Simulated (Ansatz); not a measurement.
Reaction (redistribution): `N[SiH2]N` + `N=C[Si](N)(O)S` → `N=C[SiH](N)N` + `N[SiH](O)S`

Program: Ansatz. Geometries: PBE0-D4/def2-TZVP. ΔE: electronic, gas phase. CBS: MP2 limit from def2 TZ/QZ plus the TZ coupled-cluster correction, frozen cores. This one scheme is used for every species. DFT in def2-TZVPP. B3LYP here is the variant with VWN-RPA as its local correlation; programs differ in this. One conformer a species, not always the lowest.

(1) Is it downhill or uphill in electronic energy at CCSD(T)/CBS, and by how much? (Best estimate.)

(2) What do these levels give: B3LYP-D4, ωB97M-V, B2PLYP, PBE, MP2/def2-TZVPP, MP2/def2-QZVPP? (Best estimate.)

Largest T1 diagnostic among the species: 0.012.

## Answers

(1) Ansatz gave: Uphill: ΔE = +7.8 kJ/mol.

(2) The calculation gave: B3LYP-D4 8.2, ωB97M-V 8.6, B2PLYP 7.6, PBE 8.6, MP2/def2-TZVPP 10.2, MP2/def2-QZVPP 9.1 kJ/mol.

In def2-TZVPP, CCSD(T) changes the Hartree–Fock value by +5.9 kJ/mol (the triples alone add +1.4 kJ/mol) and MP2 by +6.8 kJ/mol.
